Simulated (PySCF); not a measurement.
VHCl3 (doublet state).
Cartesian coordinates in Å at the PBE0-D3(BJ)/def2-SVP level; atoms count from 1:
```
atom  x, y, z in Å
V1     0.0239   -0.0257   -0.1176
H2     0.0419   -0.1123    1.4590
Cl3    2.1069    0.1954   -0.4018
Cl4   -1.1058    1.7445   -0.4754
Cl5   -1.0669   -1.8019   -0.4643
```

Computed with PBE0-D3(BJ)/def2-SVP geometry optimisation, gas phase in PySCF.

Masses are those of the commonest isotopes; rigid-rotor values at the optimised geometry. 

(1) What are A, B and C (GHz)?

(2) Classify the top.

(3) Is it planar, by Δ = Ic − Ia − Ib?

(4) Give the other two planar moments, Paa and Pbb, and the rms extents of the mass along the axes.

(5) Where do the levels up to J = 2 lie, in cm⁻¹?

(6) Which lines would a microwave search look for?

## Answers

(1) Ia = 220.14, Ib = 252.94, Ic = 459.24 u·Å²; 505379 MHz·u·Å²/I gives 2296, 1998 and 1100 MHz, that is A = 2.2957, B = 1.9981, C = 1.1005 GHz.

(2) An asymmetric top. Ray's parameter κ = (2B − A − C)/(A − C) = 0.502; −1 is the prolate and +1 the oblate limit.

(3) Not planar: Δ = Ic − Ia − Ib = -13.84 u·Å². For a rigid frame Δ = −2 Σ m c², so Σ m c² = 6.92 u·Å² lies off the ab plane: 3.21 from hydrogen and 3.71 from heavier atoms. The atom farthest from that plane is 1.78 Å away.

(4) Paa = Σ m a² = (Ib + Ic − Ia)/2 = 246.02 and Pbb = Σ m b² = (Ia + Ic − Ib)/2 = 213.22 u·Å². With the mass M = 156.86 u, the rms extents √(P/M) along a, b and c are 1.25, 1.17, 0.21 Å.

(5) Above 0(0,0):
J = 1: 1(0,1) 0.1034, 1(1,1) 0.1133, 1(1,0) 0.1432
J = 2: 2(0,2) 0.2880, 2(1,2) 0.2901, 2(1,1) 0.3799, 2(2,1) 0.4097, 2(2,0) 0.4318

(6) The dipole components are |μa| = 0.06 D, |μb| = 0.59 D, |μc| = 0.27 D. The squared components, which scale the intensities, stand as 0.01 : 1.00 : 0.20 (a : b : c). Some lines, for components of 0.1 D or more:

```csv
type,branch,"J(Ka,Kc)",MHz,lower level (cm⁻¹)
b,Q,"3(2,1) ← 3(1,2)",2587,0.710
b,Q,"4(3,1) ← 4(2,2)",2603,1.267
b,R,"2(1,2) ← 1(0,1)",5597,0.103
b,Q,"4(2,3) ← 4(1,4)",7235,0.872
b,R,"2(2,1) ← 1(1,0)",7988,0.143
c,R,"2(1,1) ← 1(0,1)",8290,0.103
b,R,"3(1,2) ← 2(2,1)",8999,0.410
b,R,"3(2,2) ← 2(1,1)",10189,0.380
b,R,"4(2,3) ← 3(1,2)",12100,0.710
c,R,"3(1,2) ← 2(0,2)",12647,0.288
c,R,"3(3,1) ← 2(2,1)",13363,0.410
b,R,"4(3,2) ← 3(2,1)",14934,0.796
b,R,"4(4,1) ← 3(3,0)",17460,0.869
b,R,"4(3,1) ← 3(2,2)",19023,0.720
```

For this open shell read J as N, the rotation without spin; fine and hyperfine splittings come on top. No PBE0-D3(BJ)/def2-SVP frequencies stand behind this structure, so it isn't proved a minimum. ⟨S²⟩ = 0.767 (exact for a doublet: 0.75). Constants of a rigid frame at the computed geometry: no zero-point averaging, no centrifugal distortion. Quadrupole hyperfine structure (35Cl) is left out.

Hardware: an x86-64 server with one thread, no GPU, shared host. Cost: 62 s wall. That covers the optimisation of the geometry.

For an open-shell metal species like this, the optimisation's SCF solution wasn't tested for stability and no frequencies at its level were run, so a lower state or another shape may exist.
